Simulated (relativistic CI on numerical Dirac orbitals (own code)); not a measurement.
# A ladder of approximations for the levels of Ar

Calculated with a relativistic CI code on KLI orbitals (one set per configuration, finite nucleus), adding one ingredient at a time: step 1, Dirac-Coulomb, each configuration alone; step 2, with Breit and QED terms; step 3, with configuration mixing; step 4, with scaled Slater integrals (0.85); step 5, with a P86 correlation estimate; step 6, tied to the ionisation limit. P86 is a density functional for the correlation energy, evaluated here for each configuration and added to its levels. Step 6 is semi-empirical: configurations made of the next ion and one excited electron move by 428 cm⁻¹, so that their limit matches the tabulated ionisation energy, and those with a non-penetrating f or g electron also take the P86 value of the least penetrating other one.

Configurations in the expansion (outside the closed core [Ne]): 3s2 3p6, 3s2 3p5 4s, 3s2 3p5 4p, 3s2 3p5 3d, 3s2 3p5 5s, 3s2 3p5 5p, 3s2 3p5 4d, 3s2 3p5 4f, 3s2 3p5 5d, 3s2 3p5 5f, 3s 3p6 3d.

Computed minus measured energy above the ground level, in cm⁻¹, for 11 of the 30 excited levels that pair in every step (one J of a term; a digit in brackets numbers repeated terms):

```csv
Configuration,Term,J,Measured,Step 1,Step 2,Step 3,Step 4,Step 5,Step 6
3s2 3p5 4s,2[3/2]°,2,93144,-5887,-5875,-5930,-5849,-154,273
3s2 3p5 4s,2[1/2]°,0,94554,-5794,-5837,-5900,-5822,-126,301
3s2 3p5 4p,2[1/2],1,104102,-7331,-7332,-7399,-7137,-797,-369
3s2 3p5 4p,2[5/2],3,105463,-7527,-7520,-7544,-7478,-1144,-717
3s2 3p5 4p,2[3/2],1,106087,-7485,-7485,-7496,-7510,-1176,-749
3s2 3p5 3d,2[1/2]°,0,111668,-6717,-6713,-6839,-6689,61,488
3s2 3p5 3d,2[3/2]°,2,112139,-6745,-6750,-7017,-6902,-42,385
3s2 3p5 3d,2[7/2]°,4,112750,-7257,-7254,-7278,-7203,-474,-46
3s2 3p5 3d,2[5/2]°,2,113426,-7314,-7317,-7342,-7334,-606,-178
3s2 3p5 5s,2[3/2]°,2,113468,-8036,-8028,-7845,-7824,-675,-247
3s2 3p5 5s,2[1/2]°,0,114862,-7923,-7971,-7940,-7927,-662,-235
```

Mean absolute errors in cm⁻¹, over all paired levels and for the configurations:

| Configuration, levels | Step 1 | Step 2 | Step 3 | Step 4 | Step 5 | Step 6 |
| --- | --- | --- | --- | --- | --- | --- |
| all, 30 | 7065 | 7081 | 7190 | 7204 | 669 | 398 |
| 3s2 3p5 4s, 4 | 5792 | 5807 | 5860 | 5846 | 151 | 277 |
| 3s2 3p5 4p, 10 | 7322 | 7337 | 7405 | 7445 | 1105 | 677 |
| 3s2 3p5 3d, 12 | 6988 | 7003 | 7226 | 7233 | 488 | 267 |
| 3s2 3p5 5s, 4 | 7926 | 7946 | 7872 | 7874 | 641 | 214 |

Measured levels: NIST Handbook of Basic Atomic Spectroscopic Data (Sansonetti and Martin, J. Phys. Chem. Ref. Data 34, 1559 (2005)).

The mean absolute error is lowest at step 6 (398 cm⁻¹), and the largest single drop is from step 4 to 5 (7204 to 669). Mixing lowers the ground level by 9; relative to it the configurations that move most are 3s2 3p5 3d by -223, 3s2 3p5 5s by +74, 3s2 3p5 4p by -69. The P86 estimate moves 3s2 3p5 5s by +7233, 3s2 3p5 3d by +6761, 3s2 3p5 4p by +6341, and takes the mean absolute error of the excited configurations from 7204 to 669. Step 6 takes that error from 669 to 398; the error more than halves for 3s2 3p5 5s.
